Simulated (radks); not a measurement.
Species: Cd. Configuration: [Kr] 4d10 5s2.

All-electron calculation, scalar-relativistic Kohn-Sham, LDA (Slater exchange, VWN5 correlation), spin-unpolarised, spherical densities, finite nucleus; Fermi nuclear charge, rms radius 4.6087 fm. Program: a radial shooting solver on a logarithmic mesh with Libxc functionals.

Energy parts (Ry):
total: -11179.01092
kinetic: 11628.88601
electron-nucleus: -27038.42259
Hartree: 4528.96999
exchange-correlation: -298.44432

Orbitals (lengths in bohr, moments of r in powers of bohr; r(max) is where P^2 peaks):
| orbital | occ. | eigenvalue (Ry) | <r> | <r^4> | <r^2> | r(max) |
|---|---|---|---|---|---|---|
| 1s | 2 | -1947.125 | 0.03043 | 4.078e-06 | 0.001252 | 0.01970 |
| 2s | 2 | -289.1446 | 0.1318 | 0.0007197 | 0.02047 | 0.1114 |
| 2p | 6 | -259.6252 | 0.1149 | 0.0005156 | 0.01612 | 0.08900 |
| 3s | 2 | -53.85381 | 0.3590 | 0.03324 | 0.1474 | 0.3243 |
| 3p | 6 | -44.16821 | 0.3576 | 0.03537 | 0.1484 | 0.3173 |
| 3d | 10 | -28.95865 | 0.3350 | 0.03324 | 0.1335 | 0.2655 |
| 4s | 2 | -7.77936 | 0.8785 | 1.155 | 0.8752 | 0.7943 |
| 4p | 6 | -4.92398 | 0.9598 | 1.771 | 1.057 | 0.8441 |
| 4d | 10 | -0.87487 | 1.292 | 8.874 | 2.044 | 0.9808 |
| 5s | 2 | -0.43765 | 2.867 | 154.5 | 9.511 | 2.321 |
| 5p | 0 | -0.09734 | 4.347 | 1026 | 22.71 | 3.266 |
| 6s | 0 | -0.00117 | 21.40 | 1764000 | 677.7 | 10.09 |

The highest occupied level is 5s at -5.955 eV. The density falls to 0.001 e/bohr^3 at r = 4.37 bohr. The electron density at the nucleus is 1.63e+05 e/bohr^3 (large components only).
